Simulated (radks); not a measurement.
Problem. Excited configurations of neutral tellurium: one electron is placed in a higher orbital outside [Kr] 4d10 5s2 5p3. The ground configuration is [Kr] 4d10 5s2 5p4. All-electron calculation, Dirac Kohn-Sham, BLYP, spin-unpolarised, spherical densities, finite nucleus; open shells fill j = l - 1/2 first; Fermi nuclear charge, rms radius 4.7423 fm. Program: a radial shooting solver on a logarithmic mesh with Libxc functionals. Excitation = E - E(ground); binding = E(ion) - E, where the ion is the core of charge +1; n* = 1/sqrt(2 binding) in atomic units, and the quantum defect is n - n*.

| outer orbital | excitation (eV) | binding (eV) | n* | quantum defect | eigenvalue (eV) | <r> (bohr) |
|---|---|---|---|---|---|---|
| 5d3/2 | 7.253 | 1.947 | 2.643 | 2.357 | -0.525 | 7.558 |
| 6s1/2 | 5.824 | 3.376 | 2.008 | 3.992 | -1.763 | 6.360 |
| 7s1/2 | 7.554 | 1.646 | 2.875 | 4.125 | -0.933 | 13.02 |
| 7f5/2 | 8.799 | 0.401 | 5.826 | 1.174 | -0.266 | 62.13 |

Estimate the row for 6p1/2.

Solution. excitation (eV) 6.976; binding (eV) 2.225; n* 2.473; quantum defect 3.527; eigenvalue (eV) -1.070; <r> (bohr) 8.437. The Delta-SCF ionisation energy is 9.200 eV (NIST Atomic Spectra Database: 9.010 eV, measured). Self-interaction in the functional shifts the binding energies and quantum defects, so they are the method's values and not measured ones. Spin polarisation and multiplet splitting are left out, so open shells lie too high by an amount that depends on their filling.

Beside tabulated values, note that spin-unpolarised runs miss the spin-polarisation part of the exchange energy of open shells.
